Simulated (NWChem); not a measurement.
System: CH5NOSi2; SMILES [SiH3]C1=N[SiH2]O1

Input file for NWChem:

```
start job
memory heap 200 mb stack 900 mb global 1100 mb
geometry units angstroms noautosym nocenter noautoz
  Si     0.019078     2.129267    -0.001192
  C      0.113134     0.224494     0.045532
  N      1.065154    -0.517895     0.498775
  Si     0.010213    -1.856739    -0.001006
  O     -0.960316    -0.483669    -0.463780
  H     -1.176907     2.560539     0.778740
  H      1.266010     2.684255     0.589980
  H     -0.132689     2.558189    -1.421631
  H      0.439021    -2.689200    -1.154817
  H     -0.614275    -2.686644     1.061734
end
basis spherical
  * library def2-svp
end
dft
  xc pbe0
  iterations 150
end
cosmo
  do_cosmo_smd true
  solvent water
end
task dft energy
```

Excerpt of the output:

```
             Northwest Computational Chemistry Package (NWChem) 7.3.0
             --------------------------------------------------------

                             Geometry "geometry" -> ""
                             -------------------------

 Output coordinates in angstroms (scale by  1.889725989 to convert to a.u.)

  No.       Tag          Charge          X              Y              Z
 ---- ---------------- ---------- -------------- -------------- --------------
    1 Si                  14.0000     0.01907800     2.12926700    -0.00119200
    2 C                    6.0000     0.11313400     0.22449400     0.04553200
    3 N                    7.0000     1.06515400    -0.51789500     0.49877500
    4 Si                  14.0000     0.01021300    -1.85673900    -0.00100600
    5 O                    8.0000    -0.96031600    -0.48366900    -0.46378000
    6 H                    1.0000    -1.17690700     2.56053900     0.77874000
    7 H                    1.0000     1.26601000     2.68425500     0.58998000
    8 H                    1.0000    -0.13268900     2.55818900    -1.42163100
    9 H                    1.0000     0.43902100    -2.68920000    -1.15481700
   10 H                    1.0000    -0.61427500    -2.68664400     1.06173400

 Effective nuclear repulsion energy (a.u.)     273.5328076989

                                 NWChem DFT Module
                                 -----------------

 Summary of "ao basis" -> "ao basis" (spherical)
 ------------------------------------------------------------------------------
       Tag                 Description            Shells   Functions and Types
 ---------------- ------------------------------  ------  ---------------------
 Si                         def2-svp                 8       18   4s3p1d
 C                          def2-svp                 6       14   3s2p1d
 N                          def2-svp                 6       14   3s2p1d
 O                          def2-svp                 6       14   3s2p1d
 H                          def2-svp                 3        5   2s1p

 in cosmo_initialize ...
 calling solv_data for solv:h2o

 solvent parameters
 solvname_short: h2o
 solvname_long:  water
 dielec:       78.4000
 dielecinf:     1.7769
 aqueous SMD model solvent descriptors
 dielec:       78.4000
 sola:          0.8200

[...]

                                COSMO-SMD solvation results
                                ---------------------------

             internal energy in gas <Psi(g)|H|Psi(g)> =      -749.314997656963
         internal energy in solvent <Psi(s)|H|Psi(s)> =      -749.313890422775
                               delta internal energy  =         0.001107234187 (    0.69 kcal/mol)
   total free energy in solvent <Psi(s)|H+V/2|Psi(s)> =      -749.323566814615
 polarization energy contribution <Psi(s)|V/2|Psi(s)> =        -0.009676391840 (   -6.07 kcal/mol)
    total free energy in solvent including G(SMD-CDS) =      -749.318347642798
                       G(SMD-CDS) energy contribution =         0.005219171817 (    3.28 kcal/mol)
     1 M fixed-concentration free energy of solvation =        -0.003349985835 (   -2.10 kcal/mol)

                       DFT Final Molecular Orbital Analysis
                       ------------------------------------

 Vector   25  Occ=2.000000D+00  E=-3.441601D-01
              MO Center=  3.0D-02, -6.3D-02,  6.1D-03, r^2= 3.6D+00
   Bfn.  Coefficient  Atom+Function         Bfn.  Coefficient  Atom+Function
  ----- ------------  ---------------      ----- ------------  ---------------
    23      0.299899   2 C  py               69     -0.301249   5 O  py
    36     -0.225096   3 N  px               72     -0.213884   5 O  py
     9     -0.197059   1 Si py               26      0.197791   2 C  py
    68      0.175418   5 O  px               37      0.158755   3 N  py
    71      0.150731   5 O  px               55      0.141997   4 Si py

 Vector   26  Occ=2.000000D+00  E=-3.075822D-01
              MO Center=  1.4D-01, -4.0D-01,  6.0D-02, r^2= 2.1D+00
   Bfn.  Coefficient  Atom+Function         Bfn.  Coefficient  Atom+Function
  ----- ------------  ---------------      ----- ------------  ---------------
    70      0.372535   5 O  pz               38      0.370549   3 N  pz
    73      0.311151   5 O  pz               41     -0.299294   3 N  pz
    24     -0.184138   2 C  pz               36     -0.176380   3 N  px
    68     -0.176873   5 O  px               71     -0.147719   5 O  px
    39      0.142525   3 N  px               27     -0.106648   2 C  pz

 Vector   27  Occ=2.000000D+00  E=-2.928075D-01
              MO Center=  6.1D-01, -3.0D-01,  2.8D-01, r^2= 2.6D+00
   Bfn.  Coefficient  Atom+Function         Bfn.  Coefficient  Atom+Function
  ----- ------------  ---------------      ----- ------------  ---------------
    36      0.334115   3 N  px               37      0.271052   3 N  py
    39     -0.270566   3 N  px               68     -0.246227   5 O  px
    71     -0.195389   5 O  px               40     -0.173490   3 N  py
    35     -0.166622   3 N  s                34     -0.161318   3 N  s
    38      0.158910   3 N  pz               55      0.142265   4 Si py

 Vector   28  Occ=0.000000D+00  E=-3.466299D-02
              MO Center=  2.4D-01,  1.9D-01,  1.1D-01, r^2= 3.3D+00
   Bfn.  Coefficient  Atom+Function         Bfn.  Coefficient  Atom+Function
  ----- ------------  ---------------      ----- ------------  ---------------
    27      0.437670   2 C  pz               24      0.398735   2 C  pz
    59     -0.386781   4 Si pz               13      0.329130   1 Si pz
    80     -0.324945   6 H  s                90      0.324765   8 H  s
    41     -0.321341   3 N  pz               95     -0.314035   9 H  s
   100      0.314019  10 H  s                38      0.287906   3 N  pz

[...]
```

Level: PBE0/def2-SVP, SMD on the gas-phase geometry. Geometry: optimised at PBE0/def2-SVP. Solvent: water.
